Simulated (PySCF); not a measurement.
Screening by computed properties: pick the candidate that meets the target.

All species are isolated and taken at one optimised geometry, non-relativistic unless stated; the electronic structure was computed with PySCF and density fitting.

The conformers computed, where there is a choice (atom-mapped SMILES and torsion angles):
- `[N:1]#[C:2][Si@H:3]([SiH3:4])[O:5][CH2:6][C:7]([NH2:8])=[O:9]`: C2–Si3–O5–C6 -178°, Si3–O5–C6–C7 6°, O5–C6–C7–N8 176°, H–N8–C7–C6 180°, H–N8–C7–C6 -1°
- `[F:1]/[C:2]([SiH3:3])=[P:4]/[CH2:5][CH2:6][C:7]([F:8])([F:9])[F:10]`: C2–P4–C5–C6 -113°, P4–C5–C6–C7 68°, C5–C6–C7–F8 57°
- `[OH:1][c:2]1[cH:3][cH:4][c:5]2[cH:6][s:7][cH:8][c:9]2[cH:10]1`: H–O1–C2–C3 180°
- `[CH3:1][C@H:2]([SiH3:3])[CH2:4][C:5]([F:6])([F:7])[F:8]`: C1–C2–C4–C5 -177°, C2–C4–C5–F6 -74°
- `[CH3:1][CH:2]([CH3:3])[CH2:4][SiH2:5][O:6]/[CH:7]=[CH:8]/[F:9]`: C1–C2–C4–Si5 -56°, C2–C4–Si5–O6 -170°, C4–Si5–O6–C7 -179°, Si5–O6–C7–C8 1°
- `[CH3:1]/[C:2](=[P:3]\[CH2:4][CH2:5][PH2:6])[C:7]([F:8])([F:9])[F:10]`: C2–P3–C4–C5 179°, P3–C4–C5–P6 66°, C1–C2–C7–F8 179°, H–P6–C5–C4 -50°, H–P6–C5–C4 43°
- `[SH:1][c:2]1[cH:3][o:4][c:5]2[cH:6][cH:7][cH:8][cH:9][c:10]12`: H–S1–C2–C3 180°

(1) Wanted: HOMO–LUMO gap below 6 eV (PBE0/pcSseg-1) and HOMO energy above -6 eV (PBE0/pcSseg-1), at GFN2-xTB geometries. Which candidate meets both?
A. `C[C@H]([SiH3])CC(F)(F)F`
B. `N#C[Si@H]([SiH3])OCC(N)=O`
C. `F/C([SiH3])=P/CCC(F)(F)F`
D. `Oc1ccc2cscc2c1`
E. `F/C=C/O[SiH2]CC(C)C`

(2) Wanted: dipole moment between 3.3 D and 6 D (PBE0/pcSseg-1) and smallest rotational constant below 0.57 GHz (GFN2-xTB), at GFN2-xTB geometries. Which candidate meets both?
A. `F/C([SiH3])=P/CCC(F)(F)F`
B. `N#C[Si@H]([SiH3])OCC(N)=O`
C. `C[C@H]([SiH3])CC(F)(F)F`
D. `C/C(=P\CCP)C(F)(F)F`
E. `Sc1coc2ccccc12`

Answers

(1) D. Computed values:
```
                  species  HOMO–LUMO gap  HOMO energy
           Oc1ccc2cscc2c1        4.28 eV     -5.76 eV
 F/C([SiH3])=P/CCC(F)(F)F        5.32 eV     -7.17 eV
      F/C=C/O[SiH2]CC(C)C        7.10 eV     -6.71 eV
N#C[Si@H]([SiH3])OCC(N)=O        7.54 eV     -8.01 eV
  C[C@H]([SiH3])CC(F)(F)F        9.34 eV     -8.64 eV
```

(2) D. Computed values:
| species | dipole moment | smallest rotational constant |
| --- | --- | --- |
| Sc1coc2ccccc12 | 1.16 D | 0.669 GHz |
| C[C@H]([SiH3])CC(F)(F)F | 2.39 D | 0.935 GHz |
| F/C([SiH3])=P/CCC(F)(F)F | 3.12 D | 0.542 GHz |
| C/C(=P\CCP)C(F)(F)F | 3.55 D | 0.382 GHz |
| N#C[Si@H]([SiH3])OCC(N)=O | 9.29 D | 0.595 GHz |
